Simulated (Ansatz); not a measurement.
`[NH2][Al]([F])[Cl]` + NH₃ → `[NH2][Al]([NH2])[F]` + HCl at 400 K and 1 bar (ligand exchange at the Al–Cl bond).

Calculated with Ansatz (gas phase, PBE0-D4/def2-TZVP geometries, no zero-point term in ΔE). CCSD(T)/CBS adds triple-zeta CCSD(T) − MP2 to the extrapolated MP2 energy (def2 sets, frozen cores). This one scheme is used for every species. One conformer a species, not always the lowest.

| species | CCSD(T)/CBS energy (Eh) | H − E (kJ/mol) | S (J/(mol·K)) |
| --- | --- | --- | --- |
| `[NH2][Al]([F])[Cl]` | -857.68991 | 105.1 | 342.4 |
| NH₃ | -56.50880 | 104.2 | 203.1 |
| `[NH2][Al]([NH2])[F]` | -453.78851 | 171.4 | 346.5 |
| HCl | -460.38127 | 29.6 | 195.4 |

H − E and S are ideal-gas, rigid-rotor, harmonic terms from PBE0-D4/def2-TZVP, for one conformer and one mirror image of each species. 1 Eh = 2625.50 kJ/mol, R = 8.31446 J/(mol·K).

Q: By hand: ΔE, ΔH, ΔS and ΔG.

A: ΔE = (-453.78851) + (-460.38127) − (-857.68991) − (-56.50880) = 0.02893 Eh = 76.0 kJ/mol. Δ(H − E) = 171.4 + 29.6 − 105.1 − 104.2 = -8.3, so ΔH = 67.7 kJ/mol. ΔS = 346.5 + 195.4 − 342.4 − 203.1 = -3.6 J/(mol·K). ΔG = 67.7 − 400 × (-3.6)/1000 = 69.1 kJ/mol.

Q: By hand: the equilibrium constant, and the temperature at which ΔG would vanish if ΔH and ΔS stayed fixed.

A: log₁₀ K = −ΔG/(RT ln 10) = -9.0. ΔH and −TΔS have one sign here, so there is no such temperature.

The number of gas molecules stays the same, so ΔS is small and ΔH decides. A doubt of 5 kJ/mol in ΔE shifts log₁₀ K by 0.7 here. Other conformers and mirror images would add mixing entropy, several J/(mol·K) or more a flexible species. These are equilibria of isolated gas molecules and say nothing of rates. Largest T1 diagnostic: 0.010 (customary marks: 0.02 for closed shells, 0.045 for open ones).

ΔS is within the doubt of such terms, so its sign, and with it that verdict, could turn.
